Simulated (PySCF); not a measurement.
A calculated (M06-2X, PySCF 2.14, aug-cc-pwCVTZ-DK3 with one added diffuse shell each of s, d, f type, the spin-free X2C one-electron Hamiltonian (Gaussian nucleus)) atom or ion has these occupied shells.

```json
{"shell": "1s α", "electrons": "1", "orbital energy (eV)": "-85620.1", "rms radius, mean of both spins (bohr)": "0.0184"}
{"shell": "1s β", "electrons": "1", "orbital energy (eV)": "-85620.1", "rms radius, mean of both spins (bohr)": "0.0184"}
{"shell": "2s α", "electrons": "1", "orbital energy (eV)": "-15311.4", "rms radius, mean of both spins (bohr)": "0.0743"}
{"shell": "2s β", "electrons": "1", "orbital energy (eV)": "-15311.4", "rms radius, mean of both spins (bohr)": "0.0743"}
{"shell": "2p α", "electrons": "3", "orbital energy (eV)": "-13247.3", "rms radius, mean of both spins (bohr)": "0.0683"}
{"shell": "2p β", "electrons": "3", "orbital energy (eV)": "-13247.3", "rms radius, mean of both spins (bohr)": "0.0683"}
{"shell": "3s α", "electrons": "1", "orbital energy (eV)": "-3686.6", "rms radius, mean of both spins (bohr)": "0.190"}
{"shell": "3s β", "electrons": "1", "orbital energy (eV)": "-3686.6", "rms radius, mean of both spins (bohr)": "0.190"}
{"shell": "3p α", "electrons": "3", "orbital energy (eV)": "-3086.5", "rms radius, mean of both spins (bohr)": "0.192"}
{"shell": "3p β", "electrons": "3", "orbital energy (eV)": "-3086.5", "rms radius, mean of both spins (bohr)": "0.192"}
{"shell": "3d α", "electrons": "5", "orbital energy (eV)": "-2430.7", "rms radius, mean of both spins (bohr)": "0.176"}
{"shell": "3d β", "electrons": "5", "orbital energy (eV)": "-2430.7", "rms radius, mean of both spins (bohr)": "0.176"}
{"shell": "4s α", "electrons": "1", "orbital energy (eV)": "-838.03", "rms radius, mean of both spins (bohr)": "0.417"}
{"shell": "4s β", "electrons": "1", "orbital energy (eV)": "-838.02", "rms radius, mean of both spins (bohr)": "0.417"}
{"shell": "4p α", "electrons": "3", "orbital energy (eV)": "-638.86", "rms radius, mean of both spins (bohr)": "0.445"}
{"shell": "4p β", "electrons": "3", "orbital energy (eV)": "-638.84", "rms radius, mean of both spins (bohr)": "0.445"}
{"shell": "4d α", "electrons": "5", "orbital energy (eV)": "-395.88", "rms radius, mean of both spins (bohr)": "0.473"}
{"shell": "4d β", "electrons": "5", "orbital energy (eV)": "-395.88", "rms radius, mean of both spins (bohr)": "0.473"}
{"shell": "5s α", "electrons": "1", "orbital energy (eV)": "-142.59", "rms radius, mean of both spins (bohr)": "0.931"}
{"shell": "5s β", "electrons": "1", "orbital energy (eV)": "-142.57", "rms radius, mean of both spins (bohr)": "0.931"}
{"shell": "4f α", "electrons": "7", "orbital energy (eV)": "-128.05", "rms radius, mean of both spins (bohr)": "0.511"}
{"shell": "4f β", "electrons": "7", "orbital energy (eV)": "-128.05", "rms radius, mean of both spins (bohr)": "0.511"}
{"shell": "5p α", "electrons": "3", "orbital energy (eV)": "-85.383", "rms radius, mean of both spins (bohr)": "1.07"}
{"shell": "5p β", "electrons": "3", "orbital energy (eV)": "-85.368", "rms radius, mean of both spins (bohr)": "1.07"}
{"shell": "5d α", "electrons": "5", "orbital energy (eV)": "-19.556", "rms radius, mean of both spins (bohr)": "1.49"}
{"shell": "5d β", "electrons": "5", "orbital energy (eV)": "-19.432", "rms radius, mean of both spins (bohr)": "1.49"}
{"shell": "6s α", "electrons": "1", "orbital energy (eV)": "-11.760", "rms radius, mean of both spins (bohr)": "2.71"}
{"shell": "6s β", "electrons": "1", "orbital energy (eV)": "-10.612", "rms radius, mean of both spins (bohr)": "2.71"}
{"shell": "6p α", "electrons": "1", "orbital energy (eV)": "-4.231", "rms radius, mean of both spins (bohr)": "3.96"}
```

Name the element and its charge.

Tl (thallium, neutral), in [Xe] 4f14 5d10 6s2 6p1, 2P determinant.
